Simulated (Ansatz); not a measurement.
Species: C₂H₆Si, SMILES `CC=[SiH2]` (charge 0, multiplicity 1).

Question: Give a relaxed geometry from B3LYP-D3(BJ)/def2-TZVP (Ansatz, a program for electronic structure).

Answer: the end point of this relaxation (outside a Z-matrix the atoms follow the SMILES, hydrogens last).
Cartesian coordinates (Å) in one orientation:
```xyz
9

C     -1.207    -0.453    -0.128
C     -0.056     0.296     0.476
Si     1.544     0.395    -0.117
H     -1.601    -1.201     0.568
H     -0.926    -0.972    -1.046
H     -2.036     0.220    -0.368
H     -0.274     0.833     1.395
H      1.968    -0.288    -1.354
H      2.588     1.170     0.574
```
